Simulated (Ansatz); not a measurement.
Species: trifluoro(isocyanato)silane, CF$_{3}$NOSi, charge 0, multiplicity 1. 
Geometry from a B3LYP-D3(BJ)/def2-TZVP (Ansatz, a program for electronic structure) optimisation:
```xyz
7

O      3.2467    -0.1067    -0.2157
C      2.0996    -0.0895    -0.0398
N      0.9217    -0.0790     0.1757
Si    -0.7376     0.0254     0.0432
F     -1.4002    -0.2320     1.4439
F     -1.1694     1.4519    -0.4580
F     -1.2856    -1.0436    -0.9715
```
Charge 0, spin multiplicity 1.

Basis-set convergence of Hartree-Fock and CCSD correlation energies (hartree) with Ansatz. Cores are frozen in the correlated levels unless marked. Spin-orbit coupling is left out. No relativistic terms.

```csv
basis,functions,E(HF),"E(corr, CCSD)"
aug-cc-pV(D+d)Z,170,-754.76302,-1.17578
aug-cc-pV(T+d)Z,331,-754.92056,-1.43961
aug-cc-pV(Q+d)Z,569,-754.95837,-1.53377
```

Extrapolating the two largest sets (X = 3 and 4) as X^-3: E(corr) = (64·(-1.53377) - 27·(-1.43961))/37 = -1.6025 Eh, an estimate of the basis-set limit. The largest set recovers 95.7 % of it, the smallest 73.4 %.
